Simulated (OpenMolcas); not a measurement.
**neutral nitrogen: CASPT2 settings compared**

```
Program             : OpenMolcas 26.06
Basis               : ANO-RCC-VDZP [3s2p1d]
Scalar Hamiltonian  : DKH4, point nucleus
Active space        : 3 electrons in 3 orbitals (2p)
State averaging     : 2S+1 = 4 odd, 1 root; 2S+1 = 2 odd, 8 roots
Spin-orbit coupling : RASSI with atomic mean-field integrals over the reference wave functions, term energies averaged over their components
```

Methods on the same reference wave functions:
A. CASSCF
B. SS-CASPT2, IPEA 0.75 Eh, sigma2 regulariser 0.4 Eh (closed shells correlated: 2s)
C. SS-CASPT2, IPEA 0.15 Eh, sigma1 regulariser 0.05 Eh (closed shells correlated: 1s 2s)
D. SS-CASPT2, IPEA 0.1 Eh, imaginary shift 0.05 Eh (closed shells correlated: 1s 2s)

Energies in cm-1 above 2s2 2p3 4S* 3/2, the measured ground level; measured values from NIST Handbook of Basic Atomic Spectroscopic Data.

```csv
Level,A,B,C,D,Measured
2s2 2p3 4S* 3/2,0.0,0.0,0.0,0.0,0.0
2s2 2p3 2D* 3/2,23093,21010,21470,21530,19233
2s2 2p3 2D* 5/2,23093,21010,21480,21530,19224
2s2 2p3 2P* 1/2,38247,33260,33250,33270,28839
2s2 2p3 2P* 3/2,38248,33260,33250,33270,28839
```

Deviations, from unrounded energies. A percentage is the sum of absolute deviations over the sum of measured energies, with the sign that they share, or ± where signs differ.

| Against measurement | Levels | A | B | C | D |
| --- | --- | --- | --- | --- | --- |
| mean absolute deviation (cm-1) | 4 | 6600 | 3100 | 3300 | 3400 |
| other terms of the ground configuration (%) | 4 | +27.6 | +12.9 | +13.8 | +14.0 |

B lies closest to measurement on these levels and A furthest from it. The largest miss of B in the table is 2s2 2p3 2P* 3/2, by +4400 cm-1. The ranking rests on the paired levels alone, and a cruder setting can come out closer through cancelling errors.

Among B to D the level of the table that moves most is 2s2 2p3 2D* 5/2, by 520 cm-1 (lowest in B, highest in D). Moves below CASPT2's spread within the term are not significant.

From A to B the spin-free energies of the other terms of 2s2 2p3 shown, above 4S*, scale by factors of 0.87 to 0.91.

The lowest spin-free term lies below A's lowest term by 0.073 hartree in B, 0.089 hartree in C, 0.091 hartree in D.

CASPT2 breaks the degeneracy within a term, and the mean is taken; among the terms shown or strongly mixed into the levels shown the widest spread is 140 cm-1 (2s2 2p3 2D*, B). With the s shell closed, the reference lacks s² → p² mixing. Without dynamic correlation excited terms often stand tens of per cent too high (terms of higher spin than the ground term too low), and those without a measured partner can miss by more than the paired ones (holds for A). Some terms miss by over 15 % even with CASPT2, which points to a basis or an active space too small for the shells correlated (holds for B; C; D). Measured partners are found by configuration, term and J. A level has none where our copy of the source lacks it or the pairing is in doubt (some pairs that miss far off the trend of their configuration count as doubtful), and it then counts in no deviation. Levels of configurations outside the active space are missing.

* marks odd parity.
